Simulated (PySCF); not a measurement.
A GIAO shielding run with PySCF 2.14 (density fitting, non-relativistic, gas phase) on SMILES C[C@@H]([SiH3])[Si@@H](N)C[SiH3], C$_{3}$H$_{15}$NSi$_{3}$:

```
$ OMP_NUM_THREADS=1 python probes_run.py task.json out

{"job": {"kind": "nmr", "xc": "PBE0", "basis": "pcSseg-1"}, "charge": 0, "multiplicity": 1}
C     -1.871804    -0.094290    -1.790468
C     -0.942286     0.375614    -0.672290
Si    -1.923880     1.255118     0.695779
Si     0.110712    -1.064145    -0.009956
N      1.078279    -1.632757    -1.323633
C      1.334682    -0.527529     1.334715
Si     2.513475     0.879039     0.865624
H     -2.547314    -0.867928    -1.430190
H     -1.302980    -0.505546    -2.623409
H     -2.477526     0.726615    -2.173645
H     -0.254326     1.109520    -1.102911
H     -1.017075     1.840577     1.684460
H     -2.735679     2.325736     0.103399
H     -2.824836     0.310328     1.363388
H     -0.801378    -2.089329     0.551957
H      0.631106    -1.877221    -2.191552
H      1.823174    -2.282503    -1.132886
H      1.919594    -1.397313     1.630505
H      0.770072    -0.232404     2.217281
H      3.280576     0.544540    -0.336135
H      1.764364     2.118946     0.640772
H      3.462642     1.104319     1.966089
```

Hardware: 1 thread of an Arm Neoverse N1, shared host. The job also computes population analyses, field gradients.

Q: How large is the calculation?

A: 82 electrons, 215 basis functions and 1182 auxiliary functions.

Q: How long does it take, and how much memory does it need?

A: 80 s of wall time, with 12 SCF cycles and 4 response iterations; peak memory 1 GiB. Times on a shared host scatter by some tens of per cent.
